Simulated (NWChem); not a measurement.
Molecule: C$_{3}$H$_{4}$BFO; SMILES C=C1OCB1F

```xyz
10

C      1.3462    -1.6074     0.0000
C      0.3635    -0.7000     0.0000
O     -1.0109    -0.9864     0.0000
C     -1.4700     0.4185     0.0000
B      0.0662     0.8240     0.0000
F      0.7605     1.9439     0.0000
H      1.1463    -2.6752     0.0000
H      2.3802    -1.2808     0.0000
H     -2.0716     0.6267    -0.8924
H     -2.0716     0.6267     0.8924
```
Atoms are numbered in this order, from 1.

Geometry: optimised at B3LYP/6-31G* (spherical d).

Task: Give the principal values of the shielding tensors (ppm) of C1, C2, O3, C4, B5 from PBE0/pcSseg-1, GIAO (NWChem), with their diamagnetic and paramagnetic parts as GIAO splits them.

Result: 
```csv
atom,σ11,σ22,σ33,isotropic,diamagnetic,paramagnetic
C1,-13.2,89.5,164.0,80.1,255.9,-175.8
C2,-86.3,35.7,64.3,4.6,256.4,-251.8
O3,31.6,224.8,260.4,172.2,395.1,-222.8
C4,63.8,94.6,169.1,109.1,251.8,-142.6
B5,5.7,57.5,90.7,51.3,189.4,-138.1
```
